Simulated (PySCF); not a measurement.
SeSn (SMILES [Se]=[Sn]), singlet, geometry from GFN2-xTB (such geometries of metal compounds can be far from the true shape) (all electrons, no relativity); BLYP/STO-3G run with PySCF.

Input for PySCF:
```python
from pyscf import gto, scf, dft

mol = gto.M(
    atom='''
Sn   -0.000000   -0.000000   -0.946166
Se    0.000000    0.000000    1.391421
''',
    basis='sto-3g',
    charge=0,
    spin=0,
    verbose=4,
)

mf = dft.RKS(mol)
mf.xc = 'blyp'
mf.kernel()
```

### Question
Write the output that PySCF gives for this input, abridged.

### Answer

```
PySCF version 2.14.0

[INPUT] verbose = 4
[INPUT] num. atoms = 2
[INPUT] num. electrons = 84
[INPUT] charge = 0
[INPUT] spin (= nelec alpha-beta = 2S) = 0
[INPUT] symmetry False subgroup None
[INPUT] Mole.unit = angstrom
[INPUT] Symbol           X                Y                Z      unit          X                Y                Z       unit  Magmom
[INPUT]  1 Sn     0.000000000000   0.000000000000  -0.946166000000 AA    0.000000000000   0.000000000000  -1.787994608375 Bohr   0.0
[INPUT]  2 Se     0.000000000000   0.000000000000   1.391421000000 AA    0.000000000000   0.000000000000   2.629404613968 Bohr   0.0

nuclear repulsion = 384.841829871573
number of shells = 19
number of NR pGTOs = 135
number of NR cGTOs = 45
basis = sto-3g
ecp = {}

******** <class 'pyscf.dft.rks.RKS'> ********
method = RKS
initial guess = minao
damping factor = 0
level_shift factor = 0
DIIS = <class 'pyscf.scf.diis.CDIIS'>
diis_start_cycle = 1
diis_space = 8
diis_damp = 0
SCF conv_tol = 1e-09
SCF conv_tol_grad = None
SCF max_cycles = 50
direct_scf = True
direct_scf_tol = 1e-13
XC library pyscf.dft.libxc version 7.1.2
    S. Lehtola, C. Steigemann, M. J. T. Oliveira, and M. A. L. Marques,  SoftwareX 7, 1–5 (2018)
XC functionals = blyp
    A. D. Becke,  Phys. Rev. A 38, 3098 (1988)
    C. Lee, W. Yang, and R. G. Parr,  Phys. Rev. B 37, 785 (1988)
    B. Miehlich, A. Savin, H. Stoll, and H. Preuss,  Chem. Phys. Lett. 157, 200 (1989)
radial grids:
    Treutler-Ahlrichs [JCP 102, 346 (1995); DOI:10.1063/1.469408] (M4) radial grids

becke partition: Becke, JCP 88, 2547 (1988); DOI:10.1063/1.454033
pruning grids: <function nwchem_prune>
grids dens level: 3
symmetrized grids: False
atomic radii adjust function: <function treutler_atomic_radii_adjust>
small_rho_cutoff = 0
Set gradient conv threshold to 3.16228e-05
Initial guess from minao.
tot grids = 42384
init E= -8320.71656023828
  HOMO = -0.653741523934158  LUMO = -0.514779637594063  gap/eV = 3.78135
cycle= 1 E= -8339.82654807726  delta_E= -19.1  |g|= 0.465  |ddm|= 2.14
  HOMO = -0.0467638288798318  LUMO = 0.109879192679973  gap/eV = 4.26247
cycle= 2 E= -8337.81059590148  delta_E= 2.02  |g|= 1.51  |ddm|= 4.43
  HOMO = -0.094133956473571  LUMO = 0.0330309437009272  gap/eV = 3.46033
cycle= 3 E= -8339.92872119301  delta_E= -2.12  |g|= 0.238  |ddm|= 4.13
  HOMO = -0.0983516185528305  LUMO = 0.0241582767013622  gap/eV = 3.33366
cycle= 4 E= -8339.94576010271  delta_E= -0.017  |g|= 0.176  |ddm|= 0.166
  HOMO = -0.101396788805184  LUMO = 0.0196148401570744  gap/eV = 3.29289
cycle= 5 E= -8339.96265481372  delta_E= -0.0169  |g|= 0.0578  |ddm|= 0.282
  HOMO = -0.100711582304782  LUMO = 0.0182540030372844  gap/eV = 3.23722
cycle= 6 E= -8339.96403998246  delta_E= -0.00139  |g|= 0.0299  |ddm|= 0.0697
  HOMO = -0.100955750334772  LUMO = 0.0181083207951628  gap/eV = 3.23990
cycle= 7 E= -8339.96451799291  delta_E= -0.000478  |g|= 0.00437  |ddm|= 0.0533
  HOMO = -0.100899579645633  LUMO = 0.0180681254513743  gap/eV = 3.23728
cycle= 8 E= -8339.96452843964  delta_E= -1.04e-05  |g|= 0.00016  |ddm|= 0.00936
  HOMO = -0.10089806222302  LUMO = 0.018070895000364  gap/eV = 3.23731
cycle= 9 E= -8339.96452845353  delta_E= -1.39e-08  |g|= 4e-06  |ddm|= 0.000338
  HOMO = -0.100898116169472  LUMO = 0.0180708558536881  gap/eV = 3.23731
cycle= 10 E= -8339.96452845355  delta_E= -1.82e-11  |g|= 3.05e-07  |ddm|= 8.4e-06
  HOMO = -0.100898117446361  LUMO = 0.0180708321569128  gap/eV = 3.23731
Extra cycle  E= -8339.96452845355  delta_E=    0  |g|= 1.46e-06  |ddm|= 3.61e-06
converged SCF energy = -8339.96452845355
```
